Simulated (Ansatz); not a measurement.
AgTe₂. Total charge 0; doublet. Geometry PBE0-D4/def2-TZVP.

```xyz
3

Ag    1.259   -0.186   -0.916
Te   -1.426    0.130   -0.646
Te    0.167    0.056    1.562
```

In the def2 sets Ag, Te take a core potential; there is no spin–orbit coupling. The structure comes from a short search, and lower isomers may exist.

Estimate the α-spin orbital energies around the gap (eV) in Ansatz with PBE-D4/def2-TZVP, PBE-D4/def2-TZVPD, r2SCAN-D4/def2-TZVPD, BHLYP-D4/def2-TZVP, CAM-B3LYP-D4/def2-TZVP.


```tsv
orbital	PBE-D4/def2-TZVP	PBE-D4/def2-TZVPD	r2SCAN-D4/def2-TZVPD	BHLYP-D4/def2-TZVP	CAM-B3LYP-D4/def2-TZVP
HOMO−13	-40.65	-40.67	-41.58	-46.84	-45.09
HOMO−12	-40.63	-40.65	-41.56	-46.81	-45.07
HOMO−11	-16.43	-16.45	-17.03	-19.96	-20.02
HOMO−10	-14.12	-14.14	-14.60	-17.20	-17.35
HOMO−9	-8.99	-9.00	-9.30	-12.38	-12.15
HOMO−8	-8.65	-8.67	-8.96	-12.26	-11.98
HOMO−7	-8.57	-8.60	-8.91	-12.23	-11.98
HOMO−6	-8.29	-8.31	-8.63	-12.00	-11.70
HOMO−5	-8.23	-8.25	-8.57	-12.00	-11.68
HOMO−4	-7.26	-7.28	-7.49	-9.15	-9.48
HOMO−3	-7.10	-7.11	-7.32	-8.85	-9.19
HOMO−2	-6.52	-6.55	-6.85	-8.61	-8.91
HOMO−1	-5.00	-5.02	-5.30	-6.79	-7.11
HOMO	-4.75	-4.76	-4.91	-6.35	-6.70
LUMO	-3.49	-3.51	-3.28	-2.00	-1.91
LUMO+1	-2.61	-2.64	-2.49	-0.97	-0.86
LUMO+2	-0.71	-0.74	-0.41	0.40	0.55
LUMO+3	0.07	-0.14	0.26	1.13	1.29
LUMO+4	0.39	-0.07	0.47	1.53	1.67
LUMO+5	1.23	0.44	0.97	2.63	2.69
β HOMO	-4.61	-4.62	-4.75	-6.17	-6.55
β LUMO	-4.27	-4.29	-4.16	-2.78	-2.66
```
